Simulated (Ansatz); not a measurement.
`F[B](Cl)[GeH3]` + CH₃OH → `COB(F)Cl` + GeH₄ at 600 K and 1 bar (cleavage of the B–Ge bond).

Program: Ansatz. Geometries: PBE0-D4/def2-TZVP. ΔE: electronic, gas phase. CCSD(T)/CBS is the MP2 limit (def2-TZVPP, def2-QZVPP) plus CCSD(T) − MP2 in def2-TZVPP, frozen cores. This one scheme is used for every species. For Ge outer-core shells are correlated without core-valence functions, which leaves a few kJ/mol of doubt a bond. Scalar relativity is left out up to krypton. One conformer a species, not always the lowest.

```
         species  CCSD(T)/CBS energy (Eh)  H − E (kJ/mol)  S (J/(mol·K))
`F[B](Cl)[GeH3]`              -2662.36419           131.8          416.6
           CH₃OH               -115.61712           163.6          277.3
      `COB(F)Cl`               -699.54205           183.1          405.5
            GeH₄              -2078.49493           105.8          256.4
```

H − E and S are ideal-gas, rigid-rotor, harmonic terms from PBE0-D4/def2-TZVP, for one conformer and one mirror image of each species. 1 Eh = 2625.50 kJ/mol, R = 8.31446 J/(mol·K).

Q: By hand: ΔE, ΔH, ΔS and ΔG.

A: ΔE = (-699.54205) + (-2078.49493) − (-2662.36419) − (-115.61712) = -0.05567 Eh = -146.2 kJ/mol. Δ(H − E) = 183.1 + 105.8 − 131.8 − 163.6 = -6.5, so ΔH = -152.7 kJ/mol. ΔS = 405.5 + 256.4 − 416.6 − 277.3 = -32.0 J/(mol·K). ΔG = -152.7 − 600 × (-32.0)/1000 = -133.5 kJ/mol.

Q: By hand: the equilibrium constant, and the temperature at which ΔG would vanish if ΔH and ΔS stayed fixed.

A: log₁₀ K = −ΔG/(RT ln 10) = 11.6. ΔG = 0 at ΔH/ΔS = 4772 K, far beyond where these terms or the molecules hold.

ΔH outweighs TΔS. A doubt of 5 kJ/mol in ΔE shifts log₁₀ K by 0.4 here. Other conformers and mirror images would add mixing entropy, several J/(mol·K) or more a flexible species. Modes under 60 cm⁻¹, often nearly free rotors, make the harmonic entropy too high. These are equilibria of isolated gas molecules and say nothing of rates. Largest T1 diagnostic: 0.013 (customary marks: 0.02 for closed shells, 0.045 for open ones).
